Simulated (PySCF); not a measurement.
# How methods differ on the ionisation energy of Ge

Ge [Ar] 3d10 4s2 4p2 (3P) → Ge⁺ [Ar] 3d10 4s2 4p1 (2P), as a difference of total energies. Computed with PySCF 2.14 in aug-cc-pVDZ-PP with ECP10MDF (5s4p3d, 32 functions), with scalar relativity through the core potential. Correlated levels: valence: 3s2 3p6 3d10 frozen. The calculations carry no spin-orbit coupling.

```
           method  ionisation energy (eV)  error (eV)
              UHF                   7.411      -0.514
              LDA                   7.964      +0.039
              PBE                   7.851      -0.074
             PBE0                   7.893      -0.032
           r2SCAN                   8.024      +0.099
             BLYP                   7.654      -0.271
           B2PLYP                   7.716      -0.209
        BHandHLYP                   7.734      -0.191
          LC-wPBE                   7.950      +0.025
    MP2 (valence)                   7.680      -0.245
SCS-MP2 (valence)                   7.610      -0.315
```

Reference: 7.925 eV (measured; NIST levels, between the centres of gravity of the two terms).

Errors of the correlated levels include the incompleteness of this basis and the frozen core.
